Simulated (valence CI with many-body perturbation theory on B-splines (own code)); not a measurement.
## Os45+: what the settings do

Computed by configuration interaction combined with many-body perturbation theory (CI+MBPT): three valence electrons over a frozen Dirac-Fock core [Ar] 3d10, a basis of 6 s, 6 p, 5 d, 3 f, 1 g functions for each j, with the one-electron correlation potential Σ1 (screened to all orders), the two-electron term Σ2, the three-electron term Σ3, Breit, model QED; selected single and double excitations, second order for the rest (own B-spline code, finite nucleus).

The last digits are not significant, and no measured levels were compared; by estimate large intervals hold to a few tenths of a per cent, small ones and those within an open d or f shell to about a per cent.

The reference run has the lowest level (4s^2 4p1/2) J=1/2 and an ionisation energy of 2401.22 eV. Its largest variational space holds 2833 state functions.

Levels are named by their leading jj configuration (3d3/2^4 stands for four electrons in 3d with j = 3/2), which in mixed levels can hold well under half, so a name can repeat and another be missing. Letters in brackets count levels of one name in rising energy.

| Level | Reference (cm⁻¹) | Shift (cm⁻¹) |
| --- | --- | --- |
| (4s 4p1/2^2) J=1/2 | 822162 | +28 |
| (4s^2 4p3/2) J=3/2 | 913273 | +417 |
| (4s 4p1/2 4p3/2) J=3/2 [a] | 1623670 | +159 |
| (4s 4p1/2 4p3/2) J=5/2 | 1694510 | +359 |
| (4s 4p1/2 4p3/2) J=3/2 [b] | 1794190 | +420 |
| (4s 4p1/2 4p3/2) J=1/2 | 1814100 | +158 |
| (4s^2 4d3/2) J=3/2 | 2268790 | +370 |
| (4s^2 4d5/2) J=5/2 | 2428480 | +138 |
| (4s 4p3/2^2) J=5/2 | 2610880 | +330 |
| (4p1/2^2 4p3/2) J=3/2 | 2617360 | +428 |
| (4s 4p3/2^2) J=1/2 | 2726890 | +127 |
| (4s 4p3/2^2) J=3/2 | 2756640 | +443 |

The ionisation energy moves by -0.029 eV.

**Question.** Which of these changes was made?
A. lowest core n in screening and Σ2 1 → 3; box radius (bohr) 2.4915 → 4.68
B. correlating orbitals by l 3 3 3 2 1 → 5 3 2 3 0; screening of Σ1 on → off
C. size limit of the variational space 10000 → 300; second order for the rest on → off

**Answer.** C. size limit of the variational space 10000 → 300; second order for the rest on → off.
